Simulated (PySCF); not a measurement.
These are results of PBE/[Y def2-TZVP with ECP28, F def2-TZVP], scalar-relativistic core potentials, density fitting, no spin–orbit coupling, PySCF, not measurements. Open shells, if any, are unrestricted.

Task: What shape and geometry does isolated singlet YF₃ take (every ligand bound to Y)?

Result: Formally Y is in oxidation state +3, d0. The polar-tensor charge on Y, 2.39, is below the formal one. The lowest minimum found is a singlet of D3h symmetry with Y–F 2.010 Å (×3); F–Y–F 120.0° (×3). Its harmonic wavenumbers are 45 (a2''), 145 (e'), 554 (a1'), 577 (e') cm⁻¹ and its dipole moment is 0.00 D.

This need not be the most stable arrangement of these atoms.
